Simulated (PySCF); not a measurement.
A structure optimised at PBE-D3(BJ)/def2-SVP, used in a PySCF frequency run:

```xyz
8

Sn     0.0000     0.0000     0.4471
S     -2.1974     0.6221    -0.4281
S      0.5600    -2.2140    -0.4281
S      1.6374     1.5919    -0.4281
H      0.0000     0.0000     2.1735
H     -2.1324    -0.4013    -1.3272
H      1.4137    -1.6461    -1.3272
H      0.7187     2.0474    -1.3272
```
Charge 0, spin multiplicity 1.

Problem. Write its SMILES, formula and point group.

Solution. [SH][SnH]([SH])[SH], H₄S₃Sn, C3

Problem. What are its rotational constants (standard atomic weights)?

Solution. 1.6360, 1.6360, 0.97970 GHz
